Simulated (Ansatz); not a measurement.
CH10AlBSi2, SMILES `C[SiH2][B]([AlH2])[SiH3]`. Total charge 0; spin multiplicity 1. The structure was optimised at the PBE0-D4/def2-TZVP level. It is one conformer, not always the lowest.

```xyz
15

C     1.167    1.895    0.587
Si    0.695    0.202    1.273
B    -0.230   -0.729   -0.242
Al    0.775   -2.021   -1.540
Si   -2.168   -0.282   -0.405
H     1.686    2.472    1.356
H     0.279    2.452    0.282
H     1.830    1.803   -0.275
H     1.927   -0.486    1.760
H    -0.200    0.375    2.455
H     0.755   -3.596   -1.312
H     1.596   -1.422   -2.767
H    -2.540    1.053    0.146
H    -2.758   -0.391   -1.769
H    -2.813   -1.325    0.452
```

(1) What is the dipole moment at PBE/def2-TZVPP? (Estimate.)

(2) And with r2SCAN, B3LYP, ωB97M-V? (Best estimate.)

(3) Give the Mulliken charges with PBE, r2SCAN, B3LYP in def2-TZVPP. (Estimate.)

Answers

(1) The calculation gave: 0.94 D, with components (0.31, 0.89, -0.04) D in this frame, pointing from negative to positive charge.

(2) The calculation gave: r2SCAN 0.93 D, B3LYP 0.85 D, ωB97M-V 0.82 D.

(3) Computed: 
```csv
atom,PBE,r2SCAN,B3LYP
C1,-0.38,-0.31,-0.41
Si2,0.11,0.23,0.20
B3,0.13,-0.05,0.08
Al4,0.23,0.40,0.32
Si5,0.05,0.17,0.12
H6,0.12,0.08,0.11
H7,0.12,0.09,0.11
H8,0.11,0.08,0.11
H9,-0.07,-0.09,-0.09
H10,-0.06,-0.08,-0.08
H11,-0.10,-0.15,-0.13
H12,-0.11,-0.15,-0.14
H13,-0.05,-0.07,-0.07
H14,-0.06,-0.08,-0.07
H15,-0.04,-0.06,-0.06
```

B3LYP here is the variant with VWN-RPA as its local correlation; programs differ in this.
